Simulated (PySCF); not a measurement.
**SeS: from constants to spectrum**

ROHF-CCSD(T) constants of SeS, ³Σ⁻ (triplet), unpaired electrons π ↑↑ (basis Se def2-TZVPP, S def2-TZVPP; no relativity; PySCF 2.14; masses 79.9165 and 31.9721 u):

| Property | Result |
| --- | --- |
| ωe | 554.9 cm⁻¹ |
| ωexe | 1.79 cm⁻¹ |
| Be | 0.17635 cm⁻¹ |
| αe | 0.000773 cm⁻¹ |
| D (centrifugal) | 7.12e-08 cm⁻¹ |
| De to Se + S | 3.70 eV |

Q: Give the vibrational terms G(v) and spacings up to v = 6.

A: G(v) = ωe(v+½) − ωexe(v+½)².

| v | G(v) (cm⁻¹) | G(v) − G(v−1) | Bv (cm⁻¹) |
| --- | --- | --- | --- |
| 0 | 277 |  | 0.1760 |
| 1 | 828 | 551 | 0.1752 |
| 2 | 1376 | 548 | 0.1744 |
| 3 | 1920 | 544 | 0.1736 |
| 4 | 2461 | 541 | 0.1729 |
| 5 | 2998 | 537 | 0.1721 |
| 6 | 3531 | 533 | 0.1713 |

Q: How well does the Morse estimate ωe²/(4ωexe) reproduce De, and what is D0?

A: It gives 5.33 eV, 144 % of the computed De. D0 = De − G(0) = 3.70 − 0.03 = 3.67 eV.

Correlated steps freeze 14 core orbitals. Spin–orbit coupling is left out. The state was picked by a PBE0 search and need not be the measured ground state.
